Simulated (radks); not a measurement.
Fractional charge and spin in the 2s shell of nitrogen: the spin-up occupation runs from 0 to 1 and the spin-down occupation from 0 to 1; the fullest corner is N, [He] 2p(up 1.5, down 1.5) 2s(up 1, down 1). Calculated with a radial shooting solver on a logarithmic mesh with Libxc functionals: scalar-relativistic Kohn-Sham, BLYP, spin-polarised, spherical densities, point nucleus. Energy (eV) minus the two flat planes that join the four corners (they meet along the diagonal where the two added fractions sum to one electron); zero is where a piecewise linear energy would lie.

| down \ up | 0 | 0.5 | 1 |
|---|---|---|---|
| 0 | 0.000 | -1.892 | 0.000 |
| 0.5 | -1.892 | 0.537 | -1.606 |
| 1 | 0.000 | -1.606 | 0.000 |

Corners above the fullest one (they belong to N+ and the next ion): (up 1, down 0) 24.694 eV, (up 0, down 1) 24.694 eV, (up 0, down 0) 65.555 eV. With half an added electron in each spin the energy lies 0.537 eV from the planes, and with half an added electron in spin up alone -1.892 eV. The planes are only a guide here: the flat-plane condition holds for ground states with one frontier orbital, while this shell lies below other occupied shells, so the corners above the fullest one are inner-hole states and not the ground states of those ions.
